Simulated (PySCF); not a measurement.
# Spinor energies of Fe(4+) (iron, charge +4)

Start: [Ar] 3d4; 3d3/2 filled at m_j = -3/2, -1/2, +1/2, +3/2. Calculated with PySCF 2.14 in an even-tempered Gaussian basis (18 s from 0.14 bohr⁻², ratio 2.8; 13 p from 0.18 bohr⁻², ratio 2.8; 9 d from 0.18 bohr⁻², ratio 2.8; 4 f from 0.97 bohr⁻², ratio 3): generalised Hartree-Fock with the X2C-1e Hamiltonian and a Gaussian nucleus; spin-orbit coupling (SO) screened by Boettger's factors.

```json
{"spinor shell": "1s1/2", "electrons": "2", "ε, screened SO (eV)": "-7236.7", "weight of nominal j (screened SO)": "1.000", "rms radius, screened SO (bohr)": "0.0675"}
{"spinor shell": "2s1/2", "electrons": "2", "ε, screened SO (eV)": "-945.09", "weight of nominal j (screened SO)": "1.000", "rms radius, screened SO (bohr)": "0.288"}
{"spinor shell": "2p1/2", "electrons": "2", "ε, screened SO (eV)": "-820.13", "weight of nominal j (screened SO)": "0.976", "rms radius, screened SO (bohr)": "0.259"}
{"spinor shell": "3s1/2", "electrons": "2", "ε, screened SO (eV)": "-174.26", "weight of nominal j (screened SO)": "1.000", "rms radius, screened SO (bohr)": "0.853"}
{"spinor shell": "3p1/2", "electrons": "2", "ε, screened SO (eV)": "-134.77", "weight of nominal j (screened SO)": "0.653", "rms radius, screened SO (bohr)": "0.895"}
{"spinor shell": "3p3/2", "electrons": "4", "ε, screened SO (eV)": "-131.80", "weight of nominal j (screened SO)": "0.826", "rms radius, screened SO (bohr)": "0.901"}
{"spinor shell": "3d3/2", "electrons": "4", "ε, screened SO (eV)": "-77.197", "weight of nominal j (screened SO)": "0.516", "rms radius, screened SO (bohr)": "1.000"}
```

(1) Where does 2p3/2 lie, and what is the 2p spin-orbit splitting (screened SO)?

```json
{"quantity": "E (hartree)", "screened SO": "-1267.51160"}
{"quantity": "M_J", "screened SO": "0"}
{"quantity": "⟨J²⟩", "screened SO": "3.900"}
{"quantity": "⟨L²⟩", "screened SO": "5.999"}
{"quantity": "⟨S²⟩", "screened SO": "5.997"}
```

The determinant has a definite M_J but mixes levels of different J.

Each row is a mean over spinors that exchange with the open shell spreads, by up to 15.779 eV (3p3/2).

Rows whose weight is well below 1 are mixtures of j = l ± 1/2: exchange outweighs spin-orbit coupling there, and the label is only the starting occupation.

Answers

(1) At -806.29 eV, 13.841 eV above 2p1/2.
